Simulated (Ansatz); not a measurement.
Si3S4⁻, relaxed as a doublet with UKS PBE-D4/def2-SVPD in Ansatz, starting from the GFN2-xTB geometry. Force threshold 0.02 eV/Å.

Another isomer (doublet) lies 0.71 eV lower at PBE0-D4/def2-TZVPD; other spin states weren't run for this one.

Start:

```xyz
7

Si    2.7860   -0.3704    0.2827
Si   -0.1233    0.4273    0.1471
Si   -1.4570   -1.1593   -0.8214
S     1.6093    0.4813   -1.3017
S    -3.4365   -0.7570   -0.7805
S    -0.4769    2.2608    0.9554
S     1.0984   -0.8827    1.5184
```

| step | energy (eV) | largest force component (eV/Å) | SCF passes |
| --- | --- | --- | --- |
| 1 | -66930.1971 | 1.502 | 24 |
| 2 | -66930.4104 | 0.775 | 30 |
| 3 | -66930.5197 | 0.512 | 28 |
| 4 | -66930.5595 | 0.526 | 26 |
| 5 | -66930.5975 | 0.166 | 31 |
| 6 (rejected) | -66930.5940 | 0.286 | 28 |
| 7 | -66930.6113 | 0.085 | 25 |
| 8 | -66930.6208 | 0.113 | 25 |
| 9 | -66930.6278 | 0.222 | 30 |
| 10 | -66930.6306 | 0.365 | 28 |
| 11 | -66930.6438 | 0.451 | 29 |
| 12 | -66930.7026 | 0.383 | 30 |
| 13 | -66930.7825 | 0.376 | 30 |
| 14 | -66930.8836 | 0.344 | 29 |
| 15 | -66930.9181 | 0.449 | 28 |
| 16 | -66930.9208 | 0.223 | 27 |
| 17 | -66930.9381 | 0.130 | 29 |
| 18 | -66930.9406 | 0.108 | 24 |
| 19 | -66930.9430 | 0.064 | 24 |
| 20 | -66930.9441 | 0.020 | 23 |

Force components are those of the run's own axes.

End:

Cartesian coordinates in Å:
```
Si 1.4535 -1.3430 -0.5213
Si 0.2172 1.0751 0.3291
Si -0.9928 -0.8220 -0.6463
S 1.9256 0.8183 -1.0063
S -2.7281 -1.8373 -0.7224
S -0.5220 2.8317 0.9986
S 0.6467 -0.7227 1.5687
```

Bonds formed: Si1–Si3 (atoms count from 1).

No frequencies were taken in this run, so the end may be a saddle point.

Run time 32 s (4 threads of Intel Xeon 6975P-C on a shared host).
